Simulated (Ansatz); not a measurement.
Gas-phase electronic energies from Ansatz, PBE0-D4/def2-TZVP geometries. CCSD(T)/CBS adds triple-zeta CCSD(T) − MP2 to the extrapolated MP2 energy (def2 sets, frozen cores). This one scheme is used for every species. Functionals use def2-TZVPP. For Ge outer-core shells are correlated without core-valence functions, which leaves a few kJ/mol of doubt a bond. Scalar relativity is left out up to krypton. Each species was taken in one conformer, which may not be the lowest.

`C[NH][GeH2][NH]C` + HCl → `C[NH][GeH2][Cl]` + CH₃NH₂  (ligand exchange at a Ge–N bond)

`C[NH][GeH2][NH]C`:

Cartesian coordinates in Å:
```
C -0.846 0.103 -1.981
N -0.643 -0.895 -0.951
Ge -0.889 -0.452 0.806
N 0.416 0.780 1.156
C 1.810 0.386 1.107
H -1.902 0.316 -2.203
H -0.363 -0.203 -2.913
H -0.380 1.040 -1.668
H -1.001 -1.803 -1.207
H -0.775 -1.790 1.574
H -2.217 0.271 1.137
H 0.210 1.401 1.924
H 2.148 -0.191 1.980
H 1.977 -0.229 0.220
H 2.455 1.265 1.016
```

HCl:

Z-matrix (Å, degrees):
```
Cl
H 1 1.279
```

`C[NH][GeH2][Cl]`:

```xyz
10

C    -1.204    0.752    0.065
N     0.236    0.705    0.246
Ge    1.171   -0.739   -0.331
Cl    0.554   -2.569    0.678
H    -1.759    0.085    0.737
H    -1.567    1.771    0.216
H    -1.452    0.470   -0.961
H     0.518    1.031    1.159
H     0.852   -0.967   -1.811
H     2.651   -0.538    0.002
```

CH₃NH₂:

Cartesian coordinates in Å:
```
C -0.003 0.280 0.494
N -0.316 -0.372 -0.766
H 1.055 0.245 0.793
H -0.590 -0.176 1.294
H -0.299 1.330 0.441
H -0.059 -1.350 -0.734
H 0.211 0.043 -1.523
```

```
         level  ΔE (kJ/mol)
       PBE0-D4        -81.1
       ωB97M-V        -79.1
 HF/def2-QZVPP        -91.8
MP2/def2-QZVPP        -74.1
```

Task: What does CCSD(T)/CBS give? (An estimate is asked.)

Result: Ansatz gave: -74.1 kJ/mol. The listed levels differ from it by -7.0, -5.0, -17.7, 0.0 kJ/mol.

Largest T1 diagnostic among the species: 0.011.

The D4 term adds +6.6 kJ/mol with B3LYP and +3.9 kJ/mol with PBE0; it sums over pairs of atoms, weighted by their polarisabilities, and B3LYP, whose exchange is more repulsive, gets the larger term. In def2-TZVPP, CCSD(T) changes the Hartree–Fock value by +20.0 kJ/mol (the triples alone add +1.6 kJ/mol) and MP2 by +19.0 kJ/mol.

B3LYP here is the variant with VWN-RPA as its local correlation; programs differ in this.
